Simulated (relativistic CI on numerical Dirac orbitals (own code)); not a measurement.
## Nb⁺ (4d4) in a crystal field

Calculated by Dirac-Coulomb-Breit CI, orbitals from a KLI potential per configuration, a model potential for QED, valence Slater integrals scaled by 0.65, one configuration in a parametric crystal field (own radial code).

Field parameters in Wybourne normalisation: D4h B²₀ = −7Ds, B⁴₀ = 21(Dq − Dt), B⁴₄ = 21√(5/14) Dq. The field is a parameter set, without covalency.

S and J are read from ⟨S²⟩ = S(S + 1) and ⟨J²⟩ = J(J + 1) of each level; they are not fictitious spins.

D4h, 10Dq = 8850, Ds = -1500, Dt = -80 cm⁻¹, the lowest 10 levels:

```json
{"E (cm⁻¹)": "0.0", "Degeneracy": "1", "Irrep": "A1", "S": "1.88", "J": "3.07"}
{"E (cm⁻¹)": "45.2", "Degeneracy": "2", "Irrep": "E", "S": "1.91", "J": "3.05"}
{"E (cm⁻¹)": "182", "Degeneracy": "1", "Irrep": "B2", "S": "2.00", "J": "2.97"}
{"E (cm⁻¹)": "182", "Degeneracy": "1", "Irrep": "B1", "S": "2.00", "J": "2.97"}
{"E (cm⁻¹)": "1247", "Degeneracy": "2", "Irrep": "E", "S": "1.14", "J": "3.97"}
{"E (cm⁻¹)": "1259", "Degeneracy": "1", "Irrep": "A1", "S": "1.18", "J": "3.93"}
{"E (cm⁻¹)": "4608", "Degeneracy": "1", "Irrep": "A1", "S": "1.06", "J": "4.23"}
{"E (cm⁻¹)": "4625", "Degeneracy": "1", "Irrep": "A2", "S": "1.07", "J": "4.30"}
{"E (cm⁻¹)": "4817", "Degeneracy": "2", "Irrep": "E", "S": "1.04", "J": "4.12"}
{"E (cm⁻¹)": "4888", "Degeneracy": "1", "Irrep": "B2", "S": "0.91", "J": "4.03"}
```

D4h, 10Dq = 8850, Ds = 3000, Dt = -80 cm⁻¹, the lowest 16 levels:

```csv
E (cm⁻¹),Degeneracy,Irrep,S,J
0.0,1,A1,1.95,2.93
12.4,1,A2,1.97,2.91
69.3,2,E,1.99,2.97
88.7,1,B1,1.99,2.99
965,1,A1,0.24,4.30
2830,1,A2,1.04,4.10
2930,2,E,1.02,4.00
2951,1,A1,0.98,4.17
3045,1,B2,1.00,3.91
3084,1,B1,1.01,3.87
6412,1,B2,1.01,3.60
6416,1,B1,1.00,3.53
6435,2,E,0.80,4.03
6758,1,A2,1.03,3.27
6781,1,A1,1.02,3.38
6903,2,E,0.47,4.60
```

D4h, 10Dq = 8850, Ds = 2590, Dt = -80 cm⁻¹, the lowest 10 levels:

```tsv
E (cm⁻¹)	Degeneracy	Irrep	S	J
0.0	1	A1	1.96	2.93
8.2	1	A2	1.97	2.92
69.3	2	E	1.99	2.97
90.2	1	B1	1.99	2.99
1574	1	A1	0.38	4.27
2546	1	A2	1.05	4.15
2649	2	E	1.02	4.04
2761	1	A1	0.89	4.28
2774	1	B2	1.00	3.92
2812	1	B1	1.01	3.88
```

The free-ion ground term has S = 2. Every field shown keeps that spin.

Levels of this model without a field, named by their leading LS term (the scale mimics covalency, so terms lie below those of the real free ion): 5D_0 0, 5D_1 122, 5D_2 347, 5D_3 654, 5D_4 1025, 3H_4 8224, 3P_0 8412, 3H_5 8506 cm⁻¹.
